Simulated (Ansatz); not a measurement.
Total energies of Li6Te2 from Ansatz at PBE-D4/def2-TZVPD, gas phase (1 Eh = 27.2114 eV = 2625.5 kJ/mol). The reference geometry is relaxed at PBE0-D4/def2-SVP.

```xyz
8

Li   -1.257    1.821    0.968
Li   -0.982   -1.475    0.725
Li    0.396    0.537   -0.907
Li    2.095   -0.303    1.161
Li    1.708    2.810    1.358
Li   -0.904   -1.610   -1.996
Te   -2.327    0.256   -0.765
Te    1.271   -2.035   -0.546
```

```
                 state                      geometry  energy (Eh)
      charge 0 singlet                     reference   -581.29796
     charge -1 doublet                     reference   -581.32625
     charge -1 doublet  relaxed at PBE0-D4/def2-SVPD   -581.33668
free Li atom (doublet)                             –     -7.46192
free Te atom (triplet)                             –   -267.97324
```

In the def2 sets Te takes a core potential; there is no spin–orbit coupling.

Problem. Work out the vertical electron affinity, to the doublet.

Solution. E(charge 0 singlet) − E(charge -1 doublet) = -581.29796 − (-581.32625) = 0.02829 Eh = 0.77 eV.

Problem. How much does the charge -1 doublet relax, and what is the adiabatic electron affinity?

Solution. Relaxation: -581.32625 − (-581.33668) = 0.01043 Eh = 0.28 eV. Adiabatic electron affinity: 0.03872 Eh = 1.05 eV, without zero-point energy. 

Problem. What is the binding energy per atom against free atoms?

Solution. Atoms: 6 × (-7.46192) + 2 × (-267.97324) = -580.71800 Eh. Binding: -580.71800 − (-581.29796) = 0.57996 Eh = 15.78 eV, or 1.97 eV for each of 8 atoms (no zero-point energy, no counterpoise term).

The restricted singlet is unstable towards broken spin symmetry in Hartree–Fock (as tested in another run); at PBE-D4/def2-TZVPD this wasn't settled. At PBE-D4/def2-TZVPD the highest occupied level of the charge -1 doublet lies above zero (up to 0.71 eV). By energy differences its removal costs 0.77 eV (vertical, to the charge 0 singlet, at PBE-D4/def2-TZVPD); a positive level beside a positive removal energy at the same level points to self-interaction error. At PBE-D4/def2-TZVPD the highest occupied level of the relaxed charge -1 doublet lies above zero (up to 0.40 eV). By energy differences its removal costs 1.05 eV (each at its own geometry, to the charge 0 singlet, at PBE-D4/def2-TZVPD); the vertical value is larger still, so the positive level points to self-interaction error. 

The structure comes from a short search, and lower isomers may exist.
